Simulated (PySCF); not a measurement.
## Predicted spectroscopic data

- NMR shieldings at PBE0/pcSseg-1/GIAO
- geometry: GFN2-xTB
- J couplings at B3LYP/pcJ-1 (spin–dipole term left out of most H,H and C,H couplings)
- code: PySCF 2.14.0 with density-fitted response routines
- one conformer, no solvent, one averaged value for each set of equivalent atoms, non-relativistic

Referencing at the same level of theory: TMS for ¹H (σ = 31.72 ppm), ¹³C (σ = 186.93 ppm). Multiplet labels drop J under 1 Hz and among equivalent protons, and merge close values. Unscaled 3J(H,H) run several per cent high. Where no couplings were computed, multiplicities follow the n + 1 count of equivalent neighbours, and m marks all less simple cases (inequivalent or close neighbours, rings, F or P nearby). Vicinal couplings that depend on rotamer populations or ring flexing (ring, CH–CH, X–H and H–F types) are those of the one conformer. Acid and N–H amide carbonyl carbons lie up to 10 ppm further downfield in solution (hydrogen bonding). Shifts are as computed. Against solution values, carbons near 30 ppm lie about +3 ppm off and those near 130 ppm about +5 ppm (rms about the fit 2.1 ppm; single classes can miss by 10 ppm). Of 1328 compounds with measured shifts, 309 miss one by over three times the rms of a fit or turn the order of signals round; such compounds aren't used in these exercises. Signals without a measured value on file couldn't be tested in this way; 1H shifts scatter by 0.2 ppm about their fit, and single ones miss by 0.5 ppm. OH and NH positions are gas-phase values without hydrogen bonding to other molecules.

**1.** N-vinylformamide (SMILES C=CNC=O). ¹H NMR (500 MHz, computed): δ 8.09 (q, J = 1.3 Hz, 1H), 7.45 (m, 1H), 6.13 (br, 1H), 4.63 (ddd, J = 10.3, 2.2, 1.4 Hz, 1H), 4.60 (dd, J = 16.6, 2.2 Hz, 1H). ¹³C{¹H} NMR (computed): δ 158.0 (CH), 135.2 (CH), 96.8 (CH2).

**2.** 3-methoxypyridine (SMILES COc1cccnc1). ¹H NMR (500 MHz, computed): δ 8.58 (d, 1H), 8.38 (s, 1H), 7.50 (m, 1H), 7.37 (m, 1H), 4.01 (s, 3H). ¹³C{¹H} NMR (computed): δ 161.9, 147.9, 135.7, 130.6, 128.8, 56.3.
